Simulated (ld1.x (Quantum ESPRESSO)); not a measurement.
Results of a calculation; reference values are marked as such.
Pseudopotentials across the periodic table

Generated with ld1.x 7.5 (TM, RRKJ, ultrasoft, PAW), atompaw 4.2 or ONCVPSP 4.0.1. The cutoff is in Ry: for ld1.x and atompaw files where the sum of valence levels is converged to 10 mRy in a Bessel basis, for ONCV files where the hardest occupied wave has 1 mHa per electron of residual kinetic energy. The error is the largest all-electron minus pseudo excitation energy over each file’s own four to seven test configurations (ionisations up to +4, promotions, holes and added fractions of an electron), all of which were solved. The labels leave out finer settings (local radius, basis sizes, second energies), which also bear on the numbers. Spin-polarised tests are not counted. The rows are a selection from randomly drawn settings: files with unsolved tests, undetermined cutoffs or missed reference levels are left out.

A true bound ghost makes a file unfit for plane-wave use even where its test errors are small: the radial tests pick states by their node count and pass the ghost by.

| element | potential | cutoff (Ry) | largest error (meV) | bound ghosts |
| --- | --- | --- | --- | --- |
| B | ultrasoft, PBEsol, scalar-relativistic, rc 1.60/3.05 (sp), local smoothed, core correction no, reference 2s2 2p0 | 6 | +18 | none |
| O | ultrasoft, BP86, non-relativistic, rc 0.90/1.25 (sp), local smoothed, core correction no, reference 2s2 2p4 | 45 | +476 | none |
| Si | PAW, PBEsol, non-relativistic, rc 1.90/2.40/2.50 (spd), local smoothed, core correction yes, reference 3s2 3p1.75 | 8 | -52 | none |
| Mo | TM, PBE, scalar-relativistic, rc 1.85/2.00/2.45 (spd), local smoothed, core correction yes, reference 4s2 4p6 4d4 5s0 5p0 | 35 | -199 | none |
| Mo | RRKJ, BP86, scalar-relativistic, rc 1.55/1.90/2.30 (spd), local d, core correction yes, reference 4s2 4p6 4d4 5s0 5p0 | 50 | -97 | none |

Question: Fill in the row for Hg: TM, LDA (PZ), scalar-relativistic, rc 1.80/3.30/3.35 (spd), local s, core correction yes, reference 6s2 6p0.

Answer: cutoff 21 Ry, largest error -493 meV, bound ghosts: d.

Question: Fill in the row for Nb: TM semilocal, PBEsol, scalar-relativistic, rc 1.65/2.20/1.55 (spd), local d, core correction yes, reference 4s2 4p6 4d2 5s0 5p0.

Answer: cutoff 50 Ry, largest error +728 meV, bound ghosts: none.

Question: Fill in the row for Au: TM semilocal, PW91, scalar-relativistic, rc 2.45/1.50/2.40 (spd), local d, core correction no, reference 5p6 5d10 6s1 6p0.

Answer: cutoff 60 Ry, largest error +137 meV, bound ghosts: none.
